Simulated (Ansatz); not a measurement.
One change: `[CH3][Al]([F])[GeH3]` becomes `C[CH2][Al]([CH3])[F]`.

Ansatz, PBE0-D4/def2-TZVP geometries, multiplicity 1. Each molecule was computed in one conformer, which needn't be the lowest.

Scalar relativity is left out up to krypton.

| property | `[CH3][Al]([F])[GeH3]` |
| --- | --- |
| LUMO energy (ωB97M-V/def2-TZVPP) / eV | 0.30 |
| HOMO–LUMO gap (ωB97M-V/def2-TZVPP) / eV | 9.89 |
| LUMO energy (PBE0/def2-TZVPP) / eV | -1.35 |
| HOMO energy (B3LYP/def2-TZVPP) / eV | -7.38 |
| HOMO–LUMO gap (PBE/def2-TZVPP) / eV | 4.37 |
| size of the dipole moment (ωB97M-V/def2-TZVPP) / D | 1.75 |

Task: What does the change do to each property? (An estimate is asked.)

Result: Computed: 
| property | `C[CH2][Al]([CH3])[F]` | shift |
| --- | --- | --- |
| LUMO energy (ωB97M-V/def2-TZVPP) / eV | 1.23 | 0.93 |
| HOMO–LUMO gap (ωB97M-V/def2-TZVPP) / eV | 10.96 | 1.07 |
| LUMO energy (PBE0/def2-TZVPP) / eV | -0.29 | 1.06 |
| HOMO energy (B3LYP/def2-TZVPP) / eV | -7.32 | 0.06 |
| HOMO–LUMO gap (PBE/def2-TZVPP) / eV | 5.17 | 0.80 |
| size of the dipole moment (ωB97M-V/def2-TZVPP) / D | 1.80 | 0.05 |

With PBE0 the HOMO rises by 0.05 eV and the LUMO rises by 1.06 eV, so the gap widens by about 1.01 eV. PBE moves the HOMO by 0.20 eV and ωB97M-V by -0.14 eV. Dipoles are sizes alone; their direction can turn.

B3LYP here is the variant with VWN-RPA as its local correlation; programs differ in this.
